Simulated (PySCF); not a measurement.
**Calculated NMR parameters of C=C[C@](F)([SiH3])[SiH2]C#N**

- Formula: C4H8FNSi2
- SMILES: C=C[C@](F)([SiH3])[SiH2]C#N
- Point group of the computed structure: C1
- Degrees of unsaturation: 3
- Carbon signals: 4
- Proton signals: 6

Structure with atom numbers: `[CH2:1]=[CH:2][C@:3]([F:4])([SiH3:5])[SiH2:6][C:7]#[N:8]`; H(Xn) means a hydrogen on atom n. Ha(C1) is cis to C3; Ha(Si6) is pro-R; Hb(Si6) is pro-S; Hb(C1) is trans to C3.

Isolated molecule, rapidly exchanging positions averaged, non-relativistic, single conformer. σ from GIAO-PBE0/pcSseg-1; geometry from GFN2-xTB; PySCF 2.14.

References, each an isolated molecule treated in the same way: 1H (σ = 31.72 ppm) and 13C (σ = 186.93 ppm) and 29Si (σ = 349.16 ppm) against TMS; CFCl3 for 19F (σ = 170.95 ppm); NH3 for 15N (σ = 267.73 ppm).

```tsv
carbon	δC, type	δH (multiplicity)	HMBC from (2–3 bonds)	span of the C tensor (ppm)
C1	115.4, CH2	Hb(C1) 5.59 (m); Ha(C1) 5.71 (m)	H(C2)	218
C2	143.2, CH	6.56 (m)	Ha(C1), Hb(C1), Ha(Si6), Hb(Si6), H(Si5)	222
C3	98.4, C	–	H(C2), Ha(C1), Hb(C1), Ha(Si6), Hb(Si6), H(Si5)	99
C7	123.3, C	–	Ha(Si6), Hb(Si6)	339
```

Other nuclei:
```csv
atoms,nucleus,environment,δ (ppm),σ (ppm)
Ha(Si6),1H,hydrogen on a silicon bonded to 2 C,4.66,27.06
Hb(Si6),1H,hydrogen on a silicon bonded to 2 C,4.35,27.36
H(Si5),1H,hydrogen on a silicon bonded to C,4.20,27.52
F4,19F,fluorine on an sp3 carbon,-254.7,425.7
Si5,29Si,"silicon bonded to C, 3 H",-63.4,412.6
Si6,29Si,"silicon bonded to 2 C, 2 H",-69.3,418.5
N8,15N,nitrile nitrogen,370.7,-103.0
```

Carbon types of the structure: 2 × C, 1 × CH, 1 × CH2, leaving 5 H on heteroatoms. δC 143.2: alkene CH; as expected for a trigonal carbon in a double bond. δC 123.3: nitrile carbon; typical of a nitrile. δC 115.4: terminal =CH2 carbon; as expected for a trigonal carbon in a double bond. δC 98.4: allylic fully substituted sp3 carbon bonded to F and 2 Si; the inductive effect lowers its shielding. δH 5.71, 5.59: hydrogen on a terminal =CH2 carbon; a vinylic proton, deshielded by the sp2 carbon and the C=C anisotropy.

Splittings by 19F in the carbon and heteronuclear signals aren't shown, as no couplings were computed. Shifts are as computed. Against solution values, carbons near 30 ppm lie about +3 ppm off and those near 130 ppm about +5 ppm. Of 1211 compounds with measured shifts, 218 miss one by over three times the rms of a fit or turn the order of signals round; such compounds aren't used in these exercises. Unscaled 19F shifts against computed CFCl3 carry errors that often reach 10 to 50 ppm. Experimental scales use liquid or dissolved standards, which lie at an offset from isolated NH3 (liquid NH3: subtract about 20 ppm). Unscaled 15N shifts of sp2 nitrogen come out 20 to 40 ppm too high even then. No couplings were computed; multiplicities are counted from neighbouring protons, with m where these are inequivalent, close in shift, in a saturated or five-membered ring or joined by F or P, and br s for small geminal =CH2 splittings.
